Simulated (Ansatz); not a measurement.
A run for Ansatz (an electronic-structure program): R-CCSD(T)/def2-SVP on H4InNO (SMILES [NH2][InH][OH]), a point of a torsion scan. Elements past Kr take the def2 small-core potentials; no spin–orbit coupling. The run froze 11 orbitals, filled d shells among them.

Ansatz 0.2 input:
```yaml
crystal:
  periodic: [false, false, false]
  atoms:
    - {symbol: N, position_ang: [1.43162704, -0.61294769, 0.09200772]}
    - {symbol: In, position_ang: [-0.08938513, 0.73736985, 0.38781959]}
    - {symbol: O, position_ang: [0.50925084, 2.49456669, -0.21600309]}
    - {symbol: H, position_ang: [2.01634212, -0.64724601, 0.92546284]}
    - {symbol: H, position_ang: [2.00409521, -0.13181939, -0.60355918]}
    - {symbol: H, position_ang: [-1.67601531, 0.55098316, 0.97713273]}
    - {symbol: H, position_ang: [-0.07087098, 3.25198889, -0.18383922]}
basis:
  gaussian:
    orbitals: def2-SVP
magnetization: {spin_polarized: false}
correlation: {method: ccsd_t, electrons: outside_noble_gas}
scf: {lower_state_search: off}
```

Task: Give the final energy of this run.

Result: -321.1935 hartree (reference determinant -320.7294, T1 diagnostic 0.017).
